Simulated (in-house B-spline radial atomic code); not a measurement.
**Ionising Nd3+ with different functionals**

Computed with a B-spline radial code for spherical atoms: scalar-relativistic (spin-free X2C) Hamiltonian, Fermi nucleus of rms radius 4.9123 fm, spin-polarised at highest spin, spherical fractional occupations for the functionals, and exact exchange of hybrids averaged over the configuration. The ionisation energy is the difference of two self-consistent energies, [Xe] 4f3 → [Xe] 4f2, without Breit or QED terms; ε is the level of the shell that loses the electron (its least bound occupied spin orbital). There is no spin-orbit coupling in this Hamiltonian.

```csv
method,rung,ΔSCF (eV),-ε(4f) (eV)
PBE0,global hybrid,40.51,34.42
B3LYP,global hybrid,40.59,33.86
TPSSh,global hybrid,40.54,32.58
BHandHLYP,global hybrid,39.87,36.95
r2SCAN0,global hybrid,40.38,34.32
B97-1,global hybrid,40.51,33.91
HSE06,range-separated hybrid,40.45,33.94
wB97X,range-separated hybrid,40.38,36.75
CAM-B3LYP,range-separated hybrid,40.51,35.81
LC-wPBE,range-separated hybrid,40.70,36.94
```

Question: Among the functionals, which spreads more, the ΔSCF values or the orbital energies?

Answer: The orbital energies: ΔSCF values span about 0.83 eV and the orbital energies 4.36 eV; here energy differences depend much less on the functional than eigenvalues do.

Question: How do they compare with the NIST value?

Answer: NIST lists 40.60 eV ± 0.04 (semi-empirical, ground level to ground level). Errors run from -0.73 to +0.10 eV; B3LYP is closest (-0.01 eV), but part of that can be cancellation, since the calculations leave out spin-orbit coupling, Breit-QED terms, multiplet and fine-structure energies.
